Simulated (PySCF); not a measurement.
Q: Give a PBE0-D3(BJ)/def2-SVP geometry of `[SiH3]C/C=C\Cl`.

A: 
Z-matrix in Å and degrees, rows numbered from 1:
```
Si
C   1  1.8987
C   2  1.4878  1  111.39
C   3  1.3359  2  126.28  1   -91.54
Cl  4  1.7299  3  123.15  2    -1.37
H   1  1.4958  2  109.90  3  -179.07
H   1  1.4953  2  109.77  3   -59.62
H   1  1.4921  2  110.04  3    60.33
H   2  1.1019  1  107.58  3  -121.67
H   2  1.1017  1  107.83  3   122.09
H   3  1.0956  2  117.92  1    86.23
H   4  1.0914  3  123.31  2   178.79
```

Si1 (SiH3 silicon) is tetrahedral (angles from 108.7° to 110.0°). Of the pairs four or more bonds apart, Cl5···H9 is among the closest relative to their van der Waals radii: 2.77 Å, 94 % of the sum of Bondi's values. The 2 C–C bonds span 1.336 Å (C3=C4, drawn double) to 1.488 Å (C2–C3, drawn single), a spread of 0.152 Å.

Computed, not measured: PySCF 2.14.0, PBE0-D3(BJ)/def2-SVP geometry optimisation, gas phase.

Point group: C1 (no symmetry element, even within 0.4 Å). No PBE0-D3(BJ)/def2-SVP frequencies stand behind this structure, so it isn't proved a minimum. One conformer, not necessarily the lowest (Si1–C2–C3–C4 -92°).
